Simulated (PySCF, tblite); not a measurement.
Isomers of C5H8F2Si. All values are computed: GFN2-xTB (tblite) harmonic vibrations without scaling, gas phase. The method is semi-empirical: single wavenumbers can be off by several per cent or more. Modes of hydrogen on silicon can be 10 to 20 % off. One conformer each.

Electronic energies: PBE0/pcSseg-1 single points on the GFN2-xTB geometries (PySCF, gas phase).

| SMILES | electronic energy, lowest = 0 (kcal/mol) |
| --- | --- |
| FC(F)[C@H]1C=CC[SiH2]1 | 42.3 |
| C=C[C@@H]([SiH3])/C(F)=C\F | 81.0 |
| FC(F)[SiH]1CC=CC1 | 46.0 |
| C#C[C@@H](C)C[SiH](F)F | 0.0 |

**Question.** How do GFN2-xTB zero-point energies change the relative energies?

**Answer.** 
```csv
SMILES,ZPE (kcal/mol),of it from modes above 1550 cm⁻¹,electronic (kcal/mol),"with ZPE, lowest = 0 (kcal/mol)",lowest mode (cm⁻¹),rings
C#C[C@@H](C)C[SiH](F)F,72.4,37.3,0.0,0.0,31,0
FC(F)[C@H]1C=CC[SiH2]1,71.8,34.6,42.3,41.7,44,1
FC(F)[SiH]1CC=CC1,72.7,35.7,46.0,46.3,28,1
C=C[C@@H]([SiH3])/C(F)=C\F,68.5,36.7,81.0,77.0,34,0
```

The zero-point energies span 4.2 kcal/mol, from `C=C[C@@H]([SiH3])/C(F)=C\F` to `FC(F)[SiH]1CC=CC1`. The order is unchanged.

**Question.** And how do the electronic energies of GFN2-xTB itself compare?

**Answer.** `C#C[C@@H](C)C[SiH](F)F` 0.0; `FC(F)[C@H]1C=CC[SiH2]1` 51.5; `FC(F)[SiH]1CC=CC1` 63.7; `C=C[C@@H]([SiH3])/C(F)=C\F` 74.6 kcal/mol, lowest = 0. Against the energies above, taken from the same isomer `C#C[C@@H](C)C[SiH](F)F`, the largest difference is 17.7 kcal/mol.

**Question.** What do entropy and thermal enthalpy add at 298.15 K and 1 bar (rigid rotor, harmonic oscillator, one conformer each)?

**Answer.** 
```
                    SMILES  point group  symmetry number  S (cal/(mol K))  H − H(0) (kcal/mol)  ZPE + H − H(0) − TS (kcal/mol)
    C#C[C@@H](C)C[SiH](F)F           C1                1            101.6                 7.16                            49.3
    FC(F)[C@H]1C=CC[SiH2]1           C1                1             92.6                 6.04                            50.3
         FC(F)[SiH]1CC=CC1           Cs                1             96.4                 6.33                            50.3
C=C[C@@H]([SiH3])/C(F)=C\F           C1                1            100.4                 7.05                            45.6
```
